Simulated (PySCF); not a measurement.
# How methods differ on the ionisation energy of Al²⁺

Al²⁺ [Ne] 3s1 (2S) → Al³⁺ [Ne] (1S), as a difference of total energies. Computed with PySCF 2.14 in dyall-av3z, with the non-relativistic Hamiltonian (point nucleus). The calculations carry no spin-orbit coupling.

Task: Order these methods by the ionisation energy they give, lowest first.
A. PBE
B. r2SCAN0
C. revPBE
D. MN15

Result: D (28.033 eV), B (28.406 eV), C (28.715 eV), A (28.821 eV).

For comparison: 28.448 eV (measured; NIST Atomic Spectra Database, ionization energies).
